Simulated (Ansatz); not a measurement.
Species: GeH$_{2}$, charge 0, multiplicity 1. 
Structure (B3LYP-D3(BJ)/def2-TZVP (Ansatz, a quantum-chemistry and plane-wave program) minimum search):
```
Ge
H 1 1.5993
H 1 1.5993 2 90.65
```
Charge 0, spin multiplicity 1.

Total electronic energies in hartree. Cores are frozen in the correlated levels unless marked. Spin-orbit coupling is left out. The frozen core is the preceding noble-gas configuration, with the filled d and f shells of earlier blocks. Non-relativistic. Basis-set limits of correlation are two-point, X^-3; Hartree-Fock from the larger set (for Q and 5 zeta extrapolated as (X+1)exp(-9√X)). The bracket is a focal-point correction in the basis named.

The Hartree-Fock reference is unstable (checked in the largest basis), which strains HF and MP2. 

```json
[
 {"level": "HF/def2-TZVPPD", "program": "Ansatz", "energy (Eh)": "-2076.47674"},
 {"level": "RI-HF/cc-pVTZ", "program": "Ansatz", "energy (Eh)": "-2076.51563"},
 {"level": "revPBE-D4/def2-TZVPD", "program": "Ansatz + dftd4", "energy (Eh)": "-2077.98926"},
 {"level": "MP2/STO-3G", "program": "Ansatz", "energy (Eh)": "-2052.85263"},
 {"level": "MP2/6-31G*", "program": "Ansatz", "energy (Eh)": "-2076.25366"},
 {"level": "SCS-MP2/def2-TZVPP", "program": "Ansatz", "energy (Eh)": "-2076.59123"},
 {"level": "CCSD/CBS(cc-pVQZ,cc-pV5Z)", "program": "Ansatz", "energy (Eh)": "-2076.6563"},
 {"level": "RI-MP2/CBS(cc-pVTZ,cc-pVQZ)+[CCSD(T)-MP2]/cc-pVTZ", "program": "Ansatz", "energy (Eh)": "-2076.6627"},
 {"level": "CCSD(T)/CBS(cc-pVQZ,cc-pV5Z)", "program": "Ansatz", "energy (Eh)": "-2076.6603"}
]
```

Totals of different functionals don't rank their quality; only differences between species are comparable.
